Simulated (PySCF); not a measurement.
C₂H₆GeO₂, SMILES [OH][GeH2][O]C=C.

The structure is a stationary point at r2SCAN-D4/def2-SVP. This is a generated structure with no PubChem entry under its InChIKey; it may be hypothetical. The values are those of a single conformer.

The numbers are results of PBE/def2-TZVP run with PySCF, not measurements.

Computed frontier levels, gap, dipole moment and polarisability:
- highest occupied level: -5.46 eV
- lowest empty level: -0.69 eV
- orbital gap: 4.77 eV
- dipole moment: 0.271 e·Å
- quadrupole, principal values (traceless, Buckingham form, about the centre of nuclear charge): -7.82, 1.68, 6.14 D·Å
- mean static polarisability: 64.2 bohr³ (9.51 Å³)
- polarisability, principal values: 50.6, 55.7, 86.3 bohr³
